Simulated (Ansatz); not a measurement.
```yaml
atoms:
  - { symbol: N, position_ang: [-0.0047, 0.0139, 0.5150] }
  - { symbol: F, position_ang: [1.2402, -0.0272, -0.1564] }
  - { symbol: F, position_ang: [-0.5929, 1.0120, -0.0995] }
  - { symbol: F, position_ang: [-0.5885, -1.0924, -0.0959] }
```

Basis set: 6-31G (spherical functions). Frozen core: 4 orbitals. Charge 0, multiplicity 1.

Computed with Ansatz (development build ahead of 0.2.0); each method stands on the lowest determinant of its kind that the runs found. Restricted open shells among the atoms or ions are ROHF, correlated in semicanonical orbitals with singles.

The atomization energy at this shape (free ground-state atoms in the same class of orbitals less the molecule, no zero-point energy) of singlet NF₃:

```json
{"method": "RHF-MP2", "atomization energy": "4.77 eV"}
```

(1) What does RHF give?

Results:

(1) -1.37 eV. Caution for RHF: the molecule lies well above its atoms at this level.

This basis has no polarisation functions and is too small for such energies, which can lie far from measured ones in either direction.
